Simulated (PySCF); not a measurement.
Species: (OH)3Hf-O-SiH3 (singlet state).
Bonds: Hf1–O2, Hf1–O3, Hf1–O4, Hf1–O5, O5–Si6. Hydrogens: H7 on O2; H8 on O3; H9 on O4; H10, H11, H12 on Si6.

Computed by this run: PBE0-D3(BJ)/def2-SVP geometry optimisation, gas phase, def2 core potentials past Kr in PySCF 2.14.0; density fitting, grid level 1; the optimiser is geomeTRIC in internal coordinates, started from a GFN2-xTB structure with every atom displaced at random (about 0.03 Å).

Step 13: E = -17457.0548 eV
```
atom  x, y, z in Å  |  force x, y, z in eV/Å
Hf1     0.8806    0.6201    0.1069    0.012   0.024   0.033
O2      2.2818   -0.2059   -0.9280   -0.014  -0.017  -0.017
O3      0.6237    2.4345   -0.4867   -0.033   0.001  -0.025
O4      1.3335    0.6067    1.9859    0.041   0.015  -0.047
O5     -0.7845   -0.3952   -0.1245   -0.102  -0.121  -0.015
Si6    -2.0761   -1.4242   -0.2313    0.149   0.117  -0.008
H7      2.9861   -0.5311   -1.4829   -0.006   0.001   0.017
H8      0.4948    3.3305   -0.7859    0.007   0.000   0.006
H9      1.8182    0.7272    2.7989   -0.023  -0.015   0.036
H10    -3.2187   -0.9068    0.5820   -0.012  -0.013   0.004
H11    -2.5218   -1.5551   -1.6534   -0.006   0.005   0.005
H12    -1.7022   -2.7835    0.2701   -0.012   0.002   0.009
```

Step 14: E = -17457.0571 eV
```
atom  x, y, z in Å  |  force x, y, z in eV/Å
Hf1     0.8815    0.6239    0.1073    0.025   0.026   0.035
O2      2.2807   -0.2037   -0.9271   -0.014  -0.011  -0.023
O3      0.6162    2.4368   -0.4919   -0.038  -0.025  -0.018
O4      1.3456    0.6143    1.9824    0.039   0.023  -0.015
O5     -0.7735   -0.4098   -0.1162   -0.052  -0.056  -0.006
Si6    -2.0723   -1.4246   -0.2312    0.078   0.078  -0.012
H7      2.9845   -0.5396   -1.4757    0.004  -0.002   0.009
H8      0.4834    3.3309   -0.7952    0.009  -0.002   0.007
H9      1.8141    0.7227    2.8068   -0.033  -0.016   0.011
H10    -3.2116   -0.9061    0.5871   -0.006  -0.009   0.001
H11    -2.5196   -1.5360   -1.6544   -0.008  -0.002   0.005
H12    -1.7136   -2.7916    0.2590   -0.005  -0.004   0.006
```

**Question.** Estimate the geometry and energy of step 15. (The exact step hangs on the optimiser's Hessian estimate; all steps are aligned on step 14, rigid shifts and turns removed.)

**Answer.** E = -17457.0598 eV, largest force 0.063 eV/Å
```
atom  x, y, z in Å  |  force x, y, z in eV/Å
Hf1     0.8871    0.6287    0.1088    0.016  -0.035   0.033
O2      2.2789   -0.2048   -0.9290   -0.002   0.001  -0.030
O3      0.6011    2.4344   -0.5015   -0.033  -0.014  -0.016
O4      1.3652    0.6248    1.9787    0.008   0.029  -0.028
O5     -0.7564   -0.4260   -0.1058    0.043   0.045   0.012
Si6    -2.0639   -1.4208   -0.2311   -0.044  -0.008  -0.011
H7      2.9824   -0.5516   -1.4707    0.014  -0.004   0.001
H8      0.4622    3.3271   -0.8055    0.008   0.007   0.002
H9      1.7994    0.7146    2.8228   -0.010  -0.009   0.038
H10    -3.1994   -0.9023    0.5937    0.001   0.000  -0.001
H11    -2.5150   -1.5087   -1.6548   -0.006  -0.008   0.003
H12    -1.7261   -2.7981    0.2455    0.005  -0.004  -0.003
```

The energy changes by -0.0027 eV. The first-order estimate −F·Δx gives -0.0036 eV and the mean of the old and new forces, exact on a quadratic surface, -0.0025 eV. The step makes an angle of 71° with the force vector and moves no atom by more than 0.028 Å.

The cost below is that of the whole optimisation. On an Arm Neoverse V2 with one thread, shared host, this took 3.2 min of wall time and 0.50 GiB of memory at its peak.
